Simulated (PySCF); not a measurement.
Compound: C6H5N2 (doublet state).
Geometry (GFN2-xTB, Å), atoms numbered from 1 in this order:
```xyz
13
C6H5N2 angstrom
C     -2.100    1.891   -0.212
C     -1.930    0.706   -0.160
C     -1.645   -0.716   -0.088
N     -0.288   -1.136   -0.111
C      0.687   -0.301   -0.257
C      2.002   -0.774   -0.253
C      3.087    0.064   -0.412
N      3.995    0.765   -0.547
H     -2.293    2.921   -0.255
H     -2.149   -1.234   -0.918
H     -2.084   -1.129    0.833
H      0.526    0.775   -0.385
H      2.186   -1.830   -0.115
```

The hyperfine couplings belong to this conformer and change with its torsions.

The species is `C#CC[N]/C=C/C#N` [radical].

The calculation used UKS B3LYP, pcH-1 on C H N, non-relativistic, mean-field spin-orbit, GIAO (PySCF). One conformer (not necessarily the lowest) at the GFN2-xTB geometry, without solvent, vibrations or thermal averaging. The geometry wasn't refined by DFT: couplings that depend on bond lengths, twists or pyramidal angles can differ widely from those at the functional's own minimum. The SCF solution wasn't tested for stability. ⟨S²⟩ is 0.780 where a pure state has 0.75.

Computed for the main isotopes (class means, splittings of 0.05 mT or more): g = 2.0037; H10/H11 1H +66.5 MHz (2.37 mT); H13 1H -43.5 MHz (1.55 mT); N4 14N +16.2 MHz (0.58 mT); H12 1H +9.3 MHz (0.33 mT); N8 14N +7.0 MHz (0.25 mT); 108 first-order lines, 8.28 mT wide.

Task: What changes when 1H at H10/H11 is replaced by 2H at both sites?

Result: At a fixed geometry a is proportional to g_N: 0.85744/5.58569 = 0.1535, so a goes from +66.5 to +10.2 MHz (0.364 mT). The spin goes from 1/2 to 1, so the 1:2:1 triplet becomes a 1:2:3:2:1 quintet. The spectrum then has 180 first-order lines over 4.99 mT.

Task: What changes when 14N at N8 is replaced by 15N?

Result: The spin density stays the same (vibrational effects aside), so a scales with the nuclear g factor: -0.56638/0.40376 = -1.4028, so a goes from +7.0 to -9.8 MHz (0.351 mT). The spin goes from 1 to 1/2, so the 1:1:1 triplet becomes a 1:1 doublet. The spectrum then has 72 first-order lines over 8.13 mT.

Task: Give position and intensity of the satellites from 13C at C6.

Result: a = +54.9 MHz, or 1.96 mT in magnitude, and I = 1/2, so to first order each main line has two satellites, at ±0.98 mT. The isotope's abundance is about 1.07 %, shared among 2 lines, so each has 0.54 % of the main line's intensity.

Task: Where do the 13C satellites of C7 appear, and how strong are they?

Result: a = -47.5 MHz, or 1.69 mT in magnitude, and I = 1/2, so to first order each main line has two satellites, at ±0.85 mT. The isotope's abundance is about 1.07 %, shared among 2 lines, so each has 0.54 % of the main line's intensity.

Task: Give position and intensity of the satellites from 13C at C5.

Result: a = -45.0 MHz, or 1.61 mT in magnitude, and I = 1/2, so to first order each main line has two satellites, at ±0.80 mT. The isotope's abundance is about 1.07 %, shared among 2 lines, so each has 0.54 % of the main line's intensity.

Means are taken over nuclei equivalent by connectivity, which assumes that they swap fast. The 1H value of +66.5 MHz is a mean of couplings from 62.8 to 70.1 MHz in this one geometry, not an average over conformers.

Time: 51 s (grids of density and orbitals included); peak memory 0.88 GiB. Hardware: one thread, Arm Neoverse V2 (aarch64), shared host with 96 logical CPUs at a one-minute load of 43.

The SMILES draws the unpaired electron on N4; the largest computed Mulliken spin population is on C6 (0.65 against 0.42).
